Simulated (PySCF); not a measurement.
Can point charges reproduce the dipole moment of `p1c(C)n(c(c1)C)C1CC1`?

Coordinates (GFN2-xTB, Å) and charges (e) from the PBE0/pcSseg-1 density (PySCF):

```csv
atom,x,y,z,Mulliken,IAO,Hirshfeld,ESP-fitted
C1,2.004,1.458,-0.226,-0.1350,-0.4265,-0.1190,-0.3942
C2,1.563,0.039,-0.087,+0.1239,+0.0682,+0.0294,-0.0218
C3,2.373,-1.054,-0.182,-0.4623,-0.4385,-0.1631,-0.2262
P4,1.519,-2.559,0.120,+0.3252,+0.2219,-0.0244,-0.2257
C5,0.083,-1.640,0.365,-0.2405,-0.1568,-0.0237,+0.0688
C6,-1.240,-2.197,0.767,-0.1621,-0.4211,-0.1268,-0.4304
N7,0.266,-0.297,0.196,-0.5993,-0.0601,-0.0005,+0.0037
C8,-0.786,0.648,0.382,-0.0670,-0.0517,+0.0181,+0.3765
C9,-1.065,1.709,-0.642,-0.1896,-0.2872,-0.0809,-0.4207
C10,-2.024,0.576,-0.467,-0.1855,-0.2883,-0.0811,-0.2917
H11,1.488,2.101,0.485,+0.1315,+0.1484,+0.0415,+0.0991
H12,1.817,1.840,-1.231,+0.1315,+0.1468,+0.0427,+0.1245
H13,3.073,1.518,-0.041,+0.1365,+0.1605,+0.0523,+0.1438
H14,3.423,-0.997,-0.403,+0.0918,+0.1558,+0.0384,+0.1880
H15,-1.971,-2.142,-0.040,+0.1300,+0.1456,+0.0405,+0.1127
H16,-1.112,-3.244,1.035,+0.1361,+0.1605,+0.0477,+0.1807
H17,-1.647,-1.663,1.627,+0.1272,+0.1454,+0.0406,+0.0912
H18,-0.927,0.927,1.425,+0.1418,+0.1486,+0.0511,+0.0175
H19,-1.341,2.691,-0.292,+0.1353,+0.1559,+0.0547,+0.1515
H20,-0.475,1.716,-1.544,+0.1467,+0.1579,+0.0538,+0.1849
H21,-2.978,0.755,0.004,+0.1344,+0.1556,+0.0546,+0.1211
H22,-2.054,-0.162,-1.253,+0.1493,+0.1592,+0.0545,+0.1466
```

Form Σ q r in debye for every column and set it beside the full dipole.

The full density gives (-2.43, 3.54, 0.06) D, 4.30 D in size; dipole vectors point from the negative to the positive end.

```json
{"scheme": "Mulliken", "μx": "-2.72", "μy": "2.13", "μz": "-0.25", "size (D)": "3.47", "share of the full size (%)": "81", "angle to the full dipole (°)": "18"}
{"scheme": "IAO", "μx": "-2.07", "μy": "1.44", "μz": "0.22", "size (D)": "2.53", "share of the full size (%)": "59", "angle to the full dipole (°)": "21"}
{"scheme": "Hirshfeld", "μx": "-1.99", "μy": "2.03", "μz": "0.05", "size (D)": "2.85", "share of the full size (%)": "66", "angle to the full dipole (°)": "10"}
{"scheme": "ESP-fitted", "μx": "-2.42", "μy": "3.49", "μz": "0.03", "size (D)": "4.25", "share of the full size (%)": "99", "angle to the full dipole (°)": "0"}
```

Which set comes closest?

Length of the difference vector: ESP-fitted 0.06 D, Mulliken 1.47 D, Hirshfeld 1.57 D, IAO 2.14 D. Closest: ESP-fitted. The schemes that divide the density aren't constrained to reproduce the dipole.

What is left for the Hirshfeld atoms' own dipoles?

The Hirshfeld atoms' densities add up to the full density, so μ = Σ q r + Σ (atomic dipoles). The atomic dipoles sum to (-2.43, 3.54, 0.06) − (-1.99, 2.03, 0.05) = (-0.44, 1.51, 0.01) D, 1.57 D in size.

With the origin at the mean of the coordinates, (0.000, 0.001, 0.000) Å, which are the largest single terms, by size, of the Hirshfeld dipole along the direction of the full one?

C3 +1.73, H19 +0.78, C9 -0.78, C6 +0.67, C10 -0.63 D; all 22 atoms together +2.80 D. The single terms depend on the origin, their sum doesn't.

Give the size of the full dipole in other units.

4.30 D = 1.690 au = 0.894 e·Å = 14.33 × 10⁻³⁰ C·m.

Geometry: GFN2-xTB, one conformer, isolated molecule.

These values come from a run that also computed NMR shieldings. Hardware: one thread, Arm Neoverse V2 (aarch64), shared host. Cost: 69 s (with the writing of density and orbital grids), 1.1 GiB resident at most.

The values belong to the conformer `[CH3:1][c:2]1[cH:3][p:4][c:5]([CH3:6])[n:7]1[CH:8]1[CH2:9][CH2:10]1`: C5–N7–C8–C9 -131°.
